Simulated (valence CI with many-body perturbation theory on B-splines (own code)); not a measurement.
K XIII: E2, M1 decay

Method: valence CI with perturbative core correlation (CI+MBPT): five valence electrons over a frozen Dirac-Fock core [He], a basis of 11 s, 11 p, 10 d, 8 f, 5 g, 2 h functions for each j, with the one-electron correlation potential Σ1 (screened to all orders), the two-electron term Σ2, the three-electron term Σ3, Breit, model QED; selected single and double excitations, second order for the rest, scaled by the run's own slope (own B-spline code, finite nucleus).

No measured levels were compared; by estimate levels of excited configurations hold to 0.05 to 0.15 % of their energy, terms of the ground configuration to about 0.5 %. Among the levels kept, up to 5500 cm⁻¹ of a level comes from second order outside the variational space, and about a tenth of that is noise between levels of different J, which matters for small intervals.

Lines 1 to 27 of 27 in falling wavelength, among levels below 527.85 eV, chosen from the decays that carry over 1 % of a level's rate. Wavelengths and rates use the calculated energies, so an error of 400 cm⁻¹ moves a line at 166.2 nm by 0.66 % and its rate by three times that or more. Electric multipoles are in the length gauge, E1 and E2 with the static RPA response of the core. S is in atomic units (e²a₀⁴ for E2 and M2, e²a₀⁶ for E3), for M1 in squared Bohr magnetons. Weak lines are less certain than strong ones. Lines between different terms over intervals too small for the method are left out, as are lines whose strength nearly cancels.

Names give the largest LS component (configuration and term), which can be under half, so a name can repeat, a term be missing and a line seem to break the LS rules; names also repeat where a configuration has a term twice. Letters in brackets count levels of one name in rising energy.

```
λ vac (nm)                   Upper            Lower  Type   A (s⁻¹)  S (a.u.)
      1948         2s2 2p3 2D°_5/2  2s2 2p3 2D°_3/2    M1  1.33e+00  2.19e+00
     166.2         2s2 2p3 2P°_1/2  2s2 2p3 2D°_3/2    M1  3.48e+02  1.19e-01
     160.1         2s2 2p3 2P°_3/2  2s2 2p3 2D°_5/2    M1  3.60e+02  2.19e-01
     147.9         2s2 2p3 2P°_3/2  2s2 2p3 2D°_3/2    M1  7.73e+02  3.71e-01
     99.14         2s2 2p3 2D°_3/2  2s2 2p3 4S°_3/2    M1  2.29e+02  3.31e-02
     94.34         2s2 2p3 2D°_5/2  2s2 2p3 4S°_3/2    M1  6.07e+00  1.13e-03
     94.34         2s2 2p3 2D°_5/2  2s2 2p3 4S°_3/2    E2  1.47e-01  5.90e-04
     62.09         2s2 2p3 2P°_1/2  2s2 2p3 4S°_3/2    M1  9.30e+02  1.65e-02
     59.36         2s2 2p3 2P°_3/2  2s2 2p3 4S°_3/2    M1  1.89e+03  5.86e-02
     3.012      2s2 2p2 3p 2S°_1/2  2s2 2p3 2D°_5/2    E2  1.11e+08  4.89e-03
     3.007      2s2 2p2 3p 2S°_1/2  2s2 2p3 2D°_3/2    E2  1.40e+08  6.15e-03
     3.003      2s2 2p2 3p 4D°_1/2  2s2 2p3 2D°_5/2    E2  5.60e+07  2.44e-03
     2.998      2s2 2p2 3p 4D°_1/2  2s2 2p3 2D°_3/2    E2  2.44e+07  1.05e-03
     2.970  2s2 2p2 3p 2D°_3/2 [a]  2s2 2p3 2D°_5/2    E2  7.06e+07  5.83e-03
     2.966  2s2 2p2 3p 2D°_3/2 [a]  2s2 2p3 2D°_3/2    E2  1.83e+08  1.50e-02
     2.954  2s2 2p2 3p 2D°_5/2 [a]  2s2 2p3 2D°_5/2    E2  1.76e+08  2.12e-02
     2.929        2s 2p3 3p 4F_7/2    2s 2p4 4P_3/2    E2  1.01e+08  1.56e-02
     2.918      2s2 2p2 3p 2S°_1/2  2s2 2p3 4S°_3/2    E2  3.72e+07  1.41e-03
     2.914        2s 2p3 3p 4F_9/2    2s 2p4 4P_5/2    E2  1.68e+08  3.14e-02
     2.910      2s2 2p2 3p 4D°_1/2  2s2 2p3 4S°_3/2    E2  1.21e+08  4.53e-03
     2.908      2s2 2p2 3p 2F°_7/2  2s2 2p3 2D°_5/2    E2  1.39e+08  2.06e-02
     2.907      2s2 2p2 3p 2F°_5/2  2s2 2p3 2D°_3/2    E2  1.14e+08  1.26e-02
     2.907      2s2 2p2 3p 4D°_3/2  2s2 2p3 4S°_3/2    E2  1.46e+08  1.08e-02
     2.898      2s2 2p2 3p 4D°_5/2  2s2 2p3 4S°_3/2    E2  1.47e+08  1.62e-02
     2.888      2s2 2p2 3p 4D°_7/2  2s2 2p3 4S°_3/2    E2  1.58e+08  2.26e-02
     2.510       2s 2p3 3d 2G°_9/2  2s2 2p3 2D°_5/2    E2  1.08e+09  9.63e-02
     2.506       2s 2p3 3d 2G°_7/2  2s2 2p3 2D°_3/2    E2  1.00e+09  7.07e-02
```
